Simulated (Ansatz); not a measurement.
Consider the redistribution: `CNB(C)O` + `NCBF` → `CB(O)CN` + `CNBF`.

Isolated molecules relaxed with PBE0-D4/def2-TZVP in Ansatz; ΔE leaves out vibrations. CBS: MP2 limit from def2 TZ/QZ plus the TZ coupled-cluster correction, frozen cores. This one scheme is used for every species. DFT in def2-TZVPP. B3LYP here is the variant with VWN-RPA as its local correlation; programs differ in this. Each species was taken in one conformer, which may not be the lowest.

`CNB(C)O`:

Z-matrix (Å, degrees):
```
C
N 1 1.440
H 1 1.095 2 112.1
H 1 1.095 2 112.1 3 121.7
H 1 1.092 2 110.7 3 -119.1
B 2 1.411 1 128.9 3 119.4
H 2 1.006 1 114.0 3 -60.7
O 6 1.377 2 122.5 1 -0.1
C 6 1.574 2 120.7 1 179.9
H 8 0.959 6 114.4 2 0.1
H 9 1.094 6 110.5 2 122.7
H 9 1.093 6 113.7 2 1.2
H 9 1.094 6 110.4 2 -120.1
```

`NCBF`:

```xyz
9

N    -1.176    0.631   -0.088
C     0.194    0.373    0.304
B     0.911   -0.760   -0.483
F     0.215   -1.565   -1.274
H    -1.681    1.153    0.614
H    -1.680   -0.228   -0.263
H     0.333    0.092    1.369
H     0.800    1.283    0.195
H     2.085   -0.980   -0.375
```

`CB(O)CN`:

Z-matrix (Å, degrees):
```
C
B 1 1.564
H 1 1.091 2 112.9
H 1 1.094 2 110.5 3 123.0
H 1 1.097 2 110.2 3 -120.6
O 2 1.364 1 117.8 3 6.8
C 2 1.583 1 123.1 3 -174.1
H 6 0.961 2 113.5 1 179.5
N 7 1.456 2 114.4 1 4.5
H 7 1.100 2 107.0 1 124.4
H 7 1.107 2 107.6 1 -123.3
H 9 1.012 7 110.8 2 -53.4
H 9 1.012 7 111.5 2 -172.6
```

`CNBF`:

Z-matrix (Å, degrees):
```
C
N 1 1.443
H 1 1.094 2 111.7
H 1 1.090 2 109.1 3 119.3
H 1 1.094 2 111.7 3 -121.4
B 2 1.388 1 126.0 3 -119.3
H 2 1.009 1 115.3 3 60.7
F 6 1.340 2 119.2 1 -180.0
H 6 1.197 2 121.7 1 0.0
```

| level | ΔE (kJ/mol) |
| --- | --- |
| B3LYP-D4 | -24.9 |
| B2PLYP | -25.2 |
| MP2/def2-TZVPP | -26.1 |
| SCS-MP2/def2-TZVPP | -26.1 |
| HF/def2-QZVPP | -21.9 |
| MP2/def2-QZVPP | -25.2 |
| SCS-MP2/def2-QZVPP | -25.3 |
| CCSD/CBS(def2) | -24.2 |

**Question.** What does CCSD(T)/CBS give? (An estimate is asked.)

**Answer.** Ansatz gave: -24.6 kJ/mol. The listed levels differ from it by -0.3, -0.6, -1.5, -1.5, 2.7, -0.6, -0.7, 0.4 kJ/mol.

Largest T1 diagnostic among the species: 0.012.

In def2-TZVPP, CCSD(T) changes the Hartree–Fock value by −3.4 kJ/mol (the triples alone add −0.4 kJ/mol) and MP2 by −3.6 kJ/mol.
